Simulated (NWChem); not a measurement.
Molecule: CH₅ClOSi₂; SMILES [Si@@H]1(Cl)O[SiH2]C1

```xyz
10

Cl    -0.0778    -2.1622    -0.3877
Si     0.0629    -0.3999     0.6737
C      1.3733     0.7912     0.0224
Si    -0.1356     1.8642    -0.4012
O     -1.1667     0.6751     0.2602
H      0.0530    -0.7530     2.1144
H      2.0546     1.2033     0.7826
H      1.9622     0.4194    -0.8290
H     -0.3972     2.0886    -1.8503
H     -0.2391     3.1514     0.3420
```
Atoms are numbered in this order, from 1.

Computed with NWChem. Medium grid unless said otherwise, to which SCAN and Minnesota functionals are sensitive. Coordinates come from a PBE0/def2-SVP optimisation. Total energies of different functionals are on different scales.

| level | energy (Ha) | highest occupied level (eV) | orbital gap (eV) | dipole (D) |
|---|---|---|---|---|
| B3LYP/def2-SVP | -1155.2819 | -8.06 | 7.81 | 2.29 |
| PBE/def2-SVP | -1154.6018 | [?] | [?] | [?] |
| LDA (Slater exchange, VWN5)/def2-SVP | -1150.5179 | -7.11 | 5.90 | 2.23 |
| MN15-L/def2-SVP | -1154.8890 | -7.65 | 6.88 | 2.27 |
| Hartree-Fock/def2-SVP | -1152.7204 | -11.35 | 14.66 | 2.67 |
| M06-2X/def2-SVP | -1155.1399 | -9.47 | 10.18 | 2.41 |
| TPSS/def2-SVP | -1155.3208 | -7.20 | 6.40 | 2.24 |

Problem. What belongs in the gaps?

Solution. 
- PBE/def2-SVP, highest occupied level (eV): -7.03
- PBE/def2-SVP, orbital gap (eV): 6.05
- PBE/def2-SVP, dipole (D): 2.17
